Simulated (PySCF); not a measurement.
# C₆ coefficients of unlike pairs at PBE

Calculated with PySCF 2.14 from the dipole response of each species, C₆(A,B) = (3/π) ∫ α_A(iu) α_B(iu) du, in atomic units, from isotropic polarisabilities. For ions this is the dispersion term alone; charge-induced terms of lower order in 1/R come first.

| species | configuration | basis | relativity | α (bohr³) | C₆ (like pair) |
| --- | --- | --- | --- | --- | --- |
| F²⁺ | [He] 2s2 2p3 (4S) | aug-cc-pVTZ (5s4p3d2f) | none | 1.255 | 1.606 |
| Se³⁺ | [Ar] 3d10 4s2 4p1 (2P) | aug-cc-pVTZ-DK (7s6p4d2f) | spin-free X2C | 6.447 | 21.79 |
| Al³⁺ | [Ne] (1S) | aug-cc-pV(D+d)Z (5s4p3d) | none | 0.2391 | 0.1814 |
| C³⁺ | [He] 2s1 (2S) | aug-cc-pCVTZ-DK with one added diffuse shell each of s, p, d, f type (8s7p5d3f) | spin-free X2C | 3.080 | 2.432 |

Task: Estimate C₆ for C³⁺ with Al³⁺.

Result: The integral gives 0.3863. The combination rule 2 C_A C_B / (C_A α_B/α_A + C_B α_A/α_B) gives 0.3493 and the geometric mean 0.6642.

No spin-orbit coupling is included.

The other pairs:

```
      pair      C₆
Al³⁺, Se³⁺   1.441
 Se³⁺, F²⁺   5.552
 Al³⁺, F²⁺  0.4893
  C³⁺, F²⁺   1.620
 C³⁺, Se³⁺   6.914
```
